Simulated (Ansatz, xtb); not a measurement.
# C4H5FOSe: which of two isomers lies lower

Structure I: `O=C[C@]1(F)CC[Se]1`, a singlet. Structure II: `F[C@@H]1C[Se]C=CO1`, a singlet. Both are isolated molecules in the gas phase, relaxed with B3LYP-D3(BJ)/def2-SVP; the shapes shown needn't be the lowest conformers.

I (Å):

```json
{"atom": "C", "x (Å)": "-0.4684", "y (Å)": "-0.3857", "z (Å)": "1.3080"}
{"atom": "C", "x (Å)": "0.6718", "y (Å)": "-1.3358", "z (Å)": "1.0118"}
{"atom": "C", "x (Å)": "0.6522", "y (Å)": "-1.9912", "z (Å)": "-0.3777"}
{"atom": "C", "x (Å)": "-0.0915", "y (Å)": "-3.2985", "z (Å)": "-0.0587"}
{"atom": "F", "x (Å)": "1.8551", "y (Å)": "-0.7807", "z (Å)": "1.3555"}
{"atom": "O", "x (Å)": "-0.3565", "y (Å)": "0.6179", "z (Å)": "1.9586"}
{"atom": "Se", "x (Å)": "0.2200", "y (Å)": "-3.0994", "z (Å)": "1.9036"}
{"atom": "H", "x (Å)": "-1.4471", "y (Å)": "-0.7215", "z (Å)": "0.8753"}
{"atom": "H", "x (Å)": "0.1981", "y (Å)": "-1.3700", "z (Å)": "-1.1680"}
{"atom": "H", "x (Å)": "1.6980", "y (Å)": "-2.1889", "z (Å)": "-0.6513"}
{"atom": "H", "x (Å)": "0.3464", "y (Å)": "-4.2129", "z (Å)": "-0.4783"}
{"atom": "H", "x (Å)": "-1.1665", "y (Å)": "-3.2666", "z (Å)": "-0.2790"}
```

II (Å):

```xyz
12

C     1.0202   -1.0600    0.0671
C    -0.1765   -0.5367    0.8455
C    -0.8650   -3.2233    0.4413
C     0.4690   -3.3491    0.4903
F     2.1065   -0.2827    0.3430
O     1.3998   -2.3582    0.4362
Se   -1.7878   -1.5577    0.3814
H     0.8362   -1.0223   -1.0222
H    -0.3600    0.5126    0.5800
H     0.0253   -0.6146    1.9229
H    -1.4902   -4.1156    0.4901
H     0.9491   -4.3245    0.6004
```

Quicker runs give these differences E(II) − E(I): GFN2-xTB −14.0 kcal/mol; HF/STO-3G −13.1 kcal/mol (at GFN2-xTB geometries); r2SCAN-D4/def2-SVP −6.7 kcal/mol (at GFN2-xTB geometries).

Question: Estimate E(II) − E(I) at the level CCSD(T)/def2-SVP + ΔMP2/def2-TZVPP.

Answer: Calculated at CCSD(T)/def2-SVP + ΔMP2/def2-TZVPP: E(II) − E(I) = −5.0 kcal/mol, so structure II lies lower.

How the difference moves with the method:

```json
{"level": "GFN2-xTB", "geometry": "GFN2-xTB", "E(II) − E(I) (kcal/mol)": "−14.0", "departure from the last row (kcal/mol)": "−9.0", "job, with rough time for the two": "optimisation, 0.26 s"}
{"level": "HF/STO-3G", "geometry": "GFN2-xTB", "E(II) − E(I) (kcal/mol)": "−13.1", "departure from the last row (kcal/mol)": "−8.1", "job, with rough time for the two": "single point, 0.54 s"}
{"level": "r2SCAN-D4/def2-SVP", "geometry": "GFN2-xTB", "E(II) − E(I) (kcal/mol)": "−6.7", "departure from the last row (kcal/mol)": "−1.7", "job, with rough time for the two": "single point, 4.5 s"}
{"level": "B3LYP-D3(BJ)/def2-SVP", "geometry": "B3LYP-D3(BJ)/def2-SVP", "E(II) − E(I) (kcal/mol)": "−6.3", "departure from the last row (kcal/mol)": "−1.3", "job, with rough time for the two": "optimisation, 58 s"}
{"level": "HF/def2-SVP", "geometry": "B3LYP-D3(BJ)/def2-SVP", "E(II) − E(I) (kcal/mol)": "−8.3", "departure from the last row (kcal/mol)": "−3.3", "job, with rough time for the two": "part of the CCSD(T) run"}
{"level": "MP2/def2-SVP", "geometry": "B3LYP-D3(BJ)/def2-SVP", "E(II) − E(I) (kcal/mol)": "−2.8", "departure from the last row (kcal/mol)": "+2.2", "job, with rough time for the two": "part of the CCSD(T) run"}
{"level": "CCSD(T)/def2-SVP", "geometry": "B3LYP-D3(BJ)/def2-SVP", "E(II) − E(I) (kcal/mol)": "−3.5", "departure from the last row (kcal/mol)": "+1.4", "job, with rough time for the two": "single point"}
{"level": "CCSD(T)/def2-SVP + ΔMP2/def2-TZVPP", "geometry": "B3LYP-D3(BJ)/def2-SVP", "E(II) − E(I) (kcal/mol)": "−5.0", "departure from the last row (kcal/mol)": "", "job, with rough time for the two": "single point, 1.8 min"}
```

As drawn, II has 1 C=C, 2 C–O in place of 1 C=O, 2 C–C. Structure I has a 4-membered ring, II a 6-membered ring.

None of the levels shown reverses the order. The largest departure from CCSD(T)/def2-SVP + ΔMP2/def2-TZVPP is that of GFN2-xTB, 9.0 kcal/mol. The last row adds to CCSD(T) the change of the MP2 difference between the two basis sets, here −1.4 kcal/mol.

With thermal terms from frequencies at re-optimised GFN2-xTB minima (ideal gas, soft modes damped towards free rotors, one conformer each, 298.15 K, 1 atm): on the last row, ΔE + ΔZPE = −4.4, ΔH = −4.8, ΔG = −3.7 kcal/mol.

The correlated steps freeze 15 core orbitals; the filled d shell of Se is correlated, in a basis made for valence electrons. Run with Ansatz 0.2.0, xtb 6.7.1; the last row on 4 threads of Arm Neoverse V1 on a shared host.
